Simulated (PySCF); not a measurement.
Match the calculated data to a structure.

All candidates are C3H12ClNSi4.

* NMR, other nuclei: isotropic shieldings of nuclei other than C and H, by class: 269 (1 N), 372 (1 Si), 396 (2 Si), 402 (1 Si), 953 (1 Cl) ppm [GIAO PBE0/pcSseg-1]
* 13C NMR: chemical shifts (computed TMS as zero) by class: 120.9 (1 C), 117.4 (1 C), 4.6 (1 C) ppm [GIAO PBE0/pcSseg-1]
* 1H NMR: chemical shifts (computed TMS as zero) by class: 5.33 (1 H), 5.09 (1 H), 5.05 (1 H), 4.88 (6 H), 0.60 (3 H) ppm [GIAO PBE0/pcSseg-1]
* Rotational structure: rotational constants A, B, C: 1.498, 0.252, 0.243 GHz [GFN2-xTB]
* Dipole: 1.83 D [PBE0/pcSseg-1]

Electronic properties: PySCF, gas phase, density fitting. Levels stand in brackets. Isolated species at its GFN2-xTB geometry (one conformer only). GFN2-xTB frequencies show an imaginary mode (33i cm⁻¹), so this geometry is no minimum at that level. NMR values are class means; diastereotopic atoms form classes of their own.

Question: Which candidate is it?
A. `C#C[Si@@H]([SiH2]Cl)[Si@H]([SiH3])NC`
B. `C#C[Si@@]([SiH3])(Cl)[Si@@H](N)[SiH2]C`
C. `C[Si@@H](Cl)C#C[SiH2]N([SiH3])[SiH3]`
D. `C=C[Si@@H](Cl)N1[SiH2]C[SiH2][SiH2]1`
E. `C#C[Si@@H](Cl)[Si@@H](N)[Si@@H](C)[SiH3]`

Answer: C. It is `C[Si@@H](Cl)C#C[SiH2]N([SiH3])[SiH3]`. Numbering: `[CH3:1][Si@@H:2]([Cl:3])[C:4]#[C:5][SiH2:6][N:7]([SiH3:8])[SiH3:9]`. Its formula, C3H12ClNSi4, gives 2 degrees of unsaturation: 0 rings and 2 π bonds in the structure found. 3 carbons fall into 3 classes; from least to most shielded: alkyne carbon [C4] (120.9 ppm), alkyne carbon [C5] (117.4 ppm), Si-methyl carbon [C1] (4.6 ppm). Hydrogen classes from least to most shielded: 1 H on a chlorine-bound silicon, Si2 (5.33 ppm), 1 H on an SiH2 silicon, Si6 (5.09 ppm), 1 H on an SiH2 silicon, Si6 (5.05 ppm), 6 H on 2 SiH3 silicons, Si8/Si9 (4.88 ppm, a mean of values up to 0.7 ppm apart in this geometry), 3 H on an Si-methyl carbon, C1 (0.60 ppm). The other shieldings belong to: 269 ppm, nitrogen bridging silicon atoms [N7]; 372 ppm, chlorine-bound silicon [Si2]; 396 ppm, SiH3 silicon [Si8/Si9]; 402 ppm, SiH2 silicon [Si6]; 953 ppm, silicon-bound chlorine [Cl3]. The optimised geometry has point group C1 and is an asymmetric top.

The others, at the same levels:
- `C=C[Si@@H](Cl)N1[SiH2]C[SiH2][SiH2]1` fails: its computed 13C shifts are 143.9 (1 C), 140.9 (1 C), -15.2 (1 C) ppm, 1H shifts are 6.76 (1 H), 6.63 (1 H), 6.48 (1 H), 5.73 (1 H), 5.31 (1 H), 5.17 (1 H), 4.99 (1 H), 4.93 (1 H), 4.28 (1 H), 4.24 (1 H), 0.28 (1 H), 0.20 (1 H) ppm and rotational constant A is 1.308 GHz (against 1.498 GHz).
- `C#C[Si@@H](Cl)[Si@@H](N)[Si@@H](C)[SiH3]` fails: its computed 13C shifts are 108.3 (1 C), 90.6 (1 C), -7.2 (1 C) ppm, 1H shifts are 5.86 (1 H), 5.35 (1 H), 4.13 (1 H), 3.50 (3 H), 2.33 (1 H), 0.32 (3 H), -0.40 (2 H) ppm and rotational constant A is 0.976 GHz (against 1.498 GHz).
- `C#C[Si@@]([SiH3])(Cl)[Si@@H](N)[SiH2]C` fails: its computed 13C shifts are 110.0 (1 C), 91.4 (1 C), -9.6 (1 C) ppm, 1H shifts are 5.39 (1 H), 4.10 (1 H), 3.92 (1 H), 3.86 (3 H), 2.55 (1 H), 0.20 (3 H), -0.47 (2 H) ppm and rotational constant A is 0.929 GHz (against 1.498 GHz).
- `C#C[Si@@H]([SiH2]Cl)[Si@H]([SiH3])NC` fails: its computed 13C shifts are 109.1 (1 C), 84.3 (1 C), 36.1 (1 C) ppm, 1H shifts are 5.60 (1 H), 5.51 (1 H), 5.48 (1 H), 4.56 (1 H), 3.56 (3 H), 2.71 (3 H), 2.10 (1 H), 0.10 (1 H) ppm and rotational constant A is 0.690 GHz (against 1.498 GHz).

Each candidate is one conformer, not necessarily the lowest. Dipoles, sizes and rotational constants follow the conformer. The torsions of the flexible species, by atom-mapped SMILES:
- `[CH3:1][Si@@H:2]([Cl:3])[C:4]#[C:5][SiH2:6][N:7]([SiH3:8])[SiH3:9]`: C5–Si6–N7–Si8 150°
- `[CH:1]#[C:2][Si@@H:3]([Cl:4])[Si@@H:5]([NH2:6])[Si@@H:7]([CH3:8])[SiH3:9]`: C2–Si3–Si5–N6 168°, Si3–Si5–Si7–C8 35°, H–N6–Si5–Si3 -163°, H–N6–Si5–Si3 61°
- `[CH:1]#[C:2][Si@@:3]([SiH3:4])([Cl:5])[Si@@H:6]([NH2:7])[SiH2:8][CH3:9]`: C2–Si3–Si6–N7 146°, Si3–Si6–Si8–C9 -122°, H–N7–Si6–Si3 63°, H–N7–Si6–Si3 -162°
- `[CH:1]#[C:2][Si@@H:3]([SiH2:4][Cl:5])[Si@H:6]([SiH3:7])[NH:8][CH3:9]`: C2–Si3–Si4–Cl5 106°, C2–Si3–Si6–Si7 -29°, Si3–Si6–N8–C9 -170°

The conformers of `C=C[Si@@H](Cl)N1[SiH2]C[SiH2][SiH2]1` aren't listed.
